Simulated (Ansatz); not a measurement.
`CC(Br)Br` + HI → `BrC(Br)I` + CH₄  (substitution at a C–C bond)

Gas-phase electronic energies from Ansatz, PBE0-D4/def2-TZVP geometries. CCSD(T)/CBS is the MP2 limit (def2-TZVPP, def2-QZVPP) plus CCSD(T) − MP2 in def2-TZVPP, frozen cores. This one scheme is used for every species. DFT in def2-TZVPP. B3LYP here is the variant with VWN-RPA as its local correlation; programs differ in this. Elements past krypton have def2 core potentials. For Br, I outer-core shells are correlated without core-valence functions, which leaves a few kJ/mol of doubt a bond. Scalar relativity is left out up to krypton.

`CC(Br)Br`:

Cartesian coordinates in Å:
```
C -0.462 0.639 -0.298
C 0.277 -0.593 0.143
Br 0.056 -0.894 2.046
Br 2.157 -0.480 -0.325
H -0.072 1.526 0.202
H -0.352 0.766 -1.377
H -1.522 0.536 -0.057
H -0.082 -1.499 -0.334
```

HI:

Cartesian coordinates in Å:
```
I -0.404 -0.520 0.463
H 0.404 0.520 -0.463
```

`BrC(Br)I`:

Cartesian coordinates in Å:
```
Br -0.076 -0.488 1.844
C -0.053 0.121 0.022
Br 1.696 0.710 -0.513
I -0.860 -1.326 -1.321
H -0.707 0.983 -0.032
```

CH₄:

Z-matrix (Å, degrees):
```
C
H 1 1.090
H 1 1.090 2 109.5
H 1 1.090 2 109.5 3 -120.0
H 1 1.090 2 109.5 3 120.0
```

Question: Is it downhill or uphill in electronic energy at CCSD(T)/CBS, and by how much? (An estimate is asked.)

Answer: Ansatz gave: Uphill: ΔE = +32.7 kJ/mol.

Question: What do these levels give: PBE0-D4, B3LYP, BHLYP, LC-ωPBE, MP2/def2-QZVPP, HF/CBS(def2)? (Best estimate.)

Answer: The calculation gave: PBE0-D4 38.7, B3LYP 37.4, BHLYP 47.2, LC-ωPBE 46.4, MP2/def2-QZVPP 26.3, HF/CBS(def2) 56.5 kJ/mol.

Question: What do rigid-rotor, harmonic-oscillator terms from PBE0-D4/def2-TZVP frequencies (298.15 K, 1 bar) make of the CCSD(T)/CBS value? (Estimate.)

Answer: The calculation gave: ΔZPE = +2.0 kJ/mol, ΔH = +36.2 kJ/mol, ΔS = 2 J/(mol·K), ΔG = +35.8 kJ/mol.

Largest T1 diagnostic among the species: 0.008.

From BLYP to BHLYP (50 % exact exchange), in def2-TZVPP and without D4, ΔE moves by +17.6 kJ/mol. In def2-TZVPP, CCSD(T) changes the Hartree–Fock value by −17.0 kJ/mol (the triples alone add −4.4 kJ/mol) and MP2 by −26.4 kJ/mol. At CCSD(T), def2-SVP lies +24.9 kJ/mol from the extrapolated value and def2-TZVPP +7.9 kJ/mol.
